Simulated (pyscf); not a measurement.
**[H₃C–NH–Zn]•, doublet**

Gas-phase minimum from PySCF at ωB97X-D3(BJ)/def2-SVP, one conformer. Other isomers of [H₃C–NH–Zn]• were not searched in full and may lie lower. 

```
C
H 1 1.1043
H 1 1.1077 2 105.97
H 1 1.1113 2 106.56 3 113.25
N 1 1.4521 2 110.21 3 -120.65
H 5 1.0199 1 110.44 2 178.48
Zn 5 1.8743 6 113.58 1 -140.50
```
Charge 0, spin multiplicity 2.

Properties at ωB97X-D3(BJ)/def2-SVP:

```json
{
 "harmonic_wavenumbers_unscaled": "145, 204, 433, 572, 1061, 1129, 1137, 1361, 1453, 1475, 1504, 2977, 3047, 3104, 3568 cm⁻¹",
 "zero_point_energy": "33.1 kcal/mol",
 "rotational_symmetry_number": "1",
 "Entropy of this conformer at 298 K and 1 atm, rigid rotor and harmonic oscillator, modes under 100 cm⁻¹ raised to 100": "297.8 J/(mol K)",
 "dipole_moment": "1.21 D",
 "Spin expectation value S2": "0.755"
}
```

Single-point totals, which compare only within one level:

| level | total energy (hartree) |
|---|---|
| ωB97X-D3(BJ)/def2-TZVP | -1874.64591 |
| PBE/def2-TZVP | -1874.25930 |
| r²SCAN/def2-TZVP | -1874.57689 |
| B3LYP-D3(BJ)/def2-TZVP | -1874.71240 |
| PBE0-D3(BJ)/def2-TZVP | -1874.28798 |
| M06-2X/def2-TZVP | -1874.57823 |
| ωB97M-D3(BJ)/def2-TZVP | -1874.69848 |

Soft torsions are taken as harmonic, which can shift the entropy by several J/(mol K). Elements up to Kr have no core potential and no relativistic terms here.
